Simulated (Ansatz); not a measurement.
The same path of ClF4Ta + H2 (8 atoms, charge 0, multiplicity 1) was run twice with different band settings. Lost on the way: Ta1–Cl2, H7–H8. Made: Ta1–H7, Cl2–H8.

Computed with RKS PBE/def2-SVP (Ansatz).

Relaxed end points:

```xyz
8
Properties=species:S:1:pos:R:3
Ta -0.041 0.431 0.009
Cl 2.229 0.680 0.183
F -0.416 0.853 1.821
F -0.038 -0.028 -1.832
F -0.999 1.969 -0.460
F -0.762 -1.267 0.344
H 1.252 -2.917 0.913
H 2.012 -2.813 0.967
```

```xyz
8
Properties=species:S:1:pos:R:3
Ta -0.403 -0.259 0.134
Cl 2.705 0.067 0.363
F -0.409 0.004 2.010
F -0.045 -0.863 -1.626
F 0.163 1.504 -0.229
F -2.222 -0.666 0.048
H 0.529 -1.701 0.572
H 2.919 -1.178 0.675
```

Common settings: movable images 9; climbing image yes; spring 5.0 eV/Å²; optimiser quadratic models (default); force threshold 0.03 eV/Å; iteration limit 60; end points relaxed.

| run | start path |
| --- | --- |
| 1 | through a guess of the saddle point |
| 2 | straight line |

**Question.** What does each run give, and how far can it be trusted?

**Answer.** Run 1: converged after 14 iterations, highest image 1.272 eV above the first end. A vibrational analysis at the climbing image gives one clearly imaginary mode, 108i cm⁻¹: a first-order saddle point.
Run 2: converged after 15 iterations, highest image 1.272 eV above the first end. Another band between the same ends (9 images) ends at a top of the same energy, where a vibrational analysis finds 1 clearly imaginary mode.
The orbitals stay closed-shell, which can raise the energy where a bond breaks towards radicals; this wasn't checked here.
